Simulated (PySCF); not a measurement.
**PdOI₂, triplet: data card**

Level of theory: UB3LYP/[Pd def2-SVP with ECP28, O def2-SVP, I def2-SVP with ECP28], scalar-relativistic core potentials, density fitting, no spin–orbit coupling, PySCF.

The structure is a minimum.

```xyz
4
charge 0 multiplicity 3, angstrom
Pd   -0.3833   -0.9095    0.0000
O    -1.7999   -1.9996    0.0000
I     2.1116   -0.3649    0.0000
I    -1.5635    1.3915   -0.0001
```

```json
{"Point group": "Cs", "Bond lengths": "Pd–I 2.554 Å, Pd–I 2.586 Å, Pd–O 1.787 Å", "Bond angles": "I–Pd–I 104.8°, I–Pd–O 100.4°, I–Pd–O 154.7°", "Atomisation energy without zero-point energy": "583 kJ/mol", "Zero-point energy": "8.3 kJ/mol", "Lowest empty level (β)": "-5.39 eV", "Spin squared ⟨S²⟩": "2.060", "Principal quadrupole moments (Buckingham, traceless) about the centre of mass": "-4.39, -1.17, 5.55 D Å", "Rotational symmetry number": "1", "Heat capacity Cp at 298.15 K": "76.6 J/(mol K)", "Highest occupied level (β)": "-7.39 eV", "Dipole moment": "0.70 D", "Entropy at 298.15 K and 1 bar (electronic part: spin only)": "387.7 J/(mol K)", "Rotational constants": "0.05734, 0.01585, 0.01242 cm⁻¹", "Principal polarisabilities": "53.7, 106.9, 159.5 bohr³", "Enthalpy at 298.15 K above 0 K": "18.95 kJ/mol"}
```

Harmonic modes (masses in u: Pd 105.903, O 15.995, I 126.904):
| symmetry | ω (cm⁻¹) | IR (km/mol) | μ (u) | type |
| --- | --- | --- | --- | --- |
| a' | 48 | 0.2 | 103.24 | bend |
| a' | 124 | 7.1 | 18.16 | bend |
| a'' | 128 | 2.0 | 24.53 | bend |
| a' | 190 | 2.8 | 96.24 | stretch |
| a' | 214 | 12.7 | 90.72 | stretch |
| a' | 690 | 7.4 | 18.08 | stretch |

Charges (e):
| atom | Mulliken | Löwdin | polar tensor | spin (Mulliken) | Mayer order to Pd1 |
| --- | --- | --- | --- | --- | --- |
| Pd1 | 0.24 | -0.51 | 0.66 | 0.57 | – |
| O2 | -0.20 | 0.02 | -0.23 | 1.25 | 1.35 |
| I3 | -0.04 | 0.24 | -0.29 | 0.19 | 1.07 |
| I4 | 0.00 | 0.25 | -0.14 | -0.01 | 0.98 |
Other Mayer orders above 0.3: O–I 0.32.

Mulliken populations on Pd1 (electrons outside its core potential): s 2.58, p 6.44, d 8.74, f 0.01.

Outer orbital energies (eV). α occupied: -10.20, -9.86, -9.16, -9.02, -7.90, -7.83, -7.52, -7.51; empty: -5.32, -0.43, 0.13, 0.98. β occupied: -10.74, -10.24, -9.03, -8.81, -8.10, -8.01, -7.42, -7.39; empty: -5.39, -5.18, -4.92, -0.21.

Formally Pd is in oxidation state +4, d6, with 2 unpaired electrons (the high-spin count would be 4). The Mulliken spin on Pd is 0.57, so most of the spin sits on the ligands and the formal count fails. The polar-tensor charge on Pd, 0.66, is far below the formal one.

Only a few start shapes were tried, so a lower isomer may exist. With open d or f shells other occupations or spin states may lie lower. Spin–orbit coupling, left out here, can matter for elements this heavy.

The final relaxation and frequency run took 3.2 min on 2 threads of a shared Intel Xeon Platinum 8488C (Sapphire Rapids) host, with 97 basis functions and 22 gradients; the process peaked at 1.1 GiB.
